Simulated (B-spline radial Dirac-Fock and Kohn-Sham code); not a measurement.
Calculated with a B-spline atomic structure program, using relaxed Dirac-Fock hole states (ΔSCF) with Breit and QED corrections and a finite nucleus. Free neutral atoms.

Question: Order these X-ray lines by photon energy, lowest first.
A. Fe Lℓ
B. K Lβ4
C. Pr Mζ2
D. Sc Lγ5
E. Cr Lγ5
F. Ti Lβ6

Answer: B (362.1 eV), D (409.5 eV), F (460.9 eV), E (584.2 eV), A (612.4 eV), C (702.9 eV).
